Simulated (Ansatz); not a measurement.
Basis-set series for `O[Si](F)(S)S`. Charge 0, multiplicity 1. The structure was optimised at the PBE0-D4/def2-TZVP level. It is one conformer, not always the lowest.

```tsv
functional	basis	functions	energy (Eh)	HOMO (eV)	LUMO (eV)
PBE0-D4	def2-SVP	97	-1261.87546	-7.77	0.68
PBE0-D4	def2-TZVPP	230	-1262.49171	-7.90	0.23
ωB97M-V	def2-SVP	97	-1262.33627	-9.94	2.58
ωB97M-V	def2-TZVPP	230	-1262.95418	-10.10	1.87
```

**Question.** Give the rows for def2-QZVPP. (An estimate is asked.)

**Answer.** Ansatz gave: 
```csv
functional,basis,functions,energy (Eh),HOMO (eV),LUMO (eV)
PBE0-D4,def2-QZVPP,414,-1262.53615,-7.94,-0.08
ωB97M-V,def2-QZVPP,414,-1262.99623,-10.15,1.24
```

Positive LUMOs are unbound and depend on the basis.
